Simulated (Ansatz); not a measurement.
CH$_{8}$BNOSi, SMILES `N[SiH2]CBO`, relaxed with RKS PBE-D4/def2-SVP in Ansatz 0.2.0 from a rough embedded geometry. The force threshold is 0.03 eV/Å; the program also tests the step.

The species carries charge 0 and has multiplicity 1.

Start:

```xyz
13

N    -2.003    0.239    0.800
Si   -0.768    1.119   -0.025
C     0.870    0.339    0.351
B     1.025   -1.164   -0.283
O     0.854   -1.366   -1.679
H    -2.051   -0.780    0.424
H    -1.763    0.138    1.801
H    -0.730    2.477    0.442
H    -1.026    1.114   -1.522
H     1.695    0.963   -0.157
H     1.042    0.320    1.412
H     1.129   -2.057    0.447
H     1.726   -1.340   -2.012
```

(1) How much energy does the relaxation release, and in how many steps? (Estimate.)

(2) Which bonds change most? (Best estimate.)

(3) Give the relaxed structure. (Estimate.)

## Answers

(1) The calculation gave: 28.42 kcal/mol, in 13 steps.

(2) Computed: C3–B4 from 1.639 to 1.558 Å; B4–H12 from 1.157 to 1.229 Å; Si2–H8 from 1.437 to 1.507 Å; N1–H6 from 1.087 to 1.023 Å.

(3) Computed: 
```xyz
13

N    -2.025    0.142    0.821
Si   -0.765    1.093    0.070
C     1.021    0.435    0.224
B     1.129   -1.002   -0.370
O     1.567   -1.156   -1.658
H    -2.245   -0.775    0.424
H    -2.043    0.083    1.843
H    -0.816    2.458    0.706
H    -1.106    1.191   -1.393
H     1.671    1.165   -0.306
H     1.259    0.450    1.309
H     0.792   -1.996    0.267
H     1.561   -2.089   -1.937
```
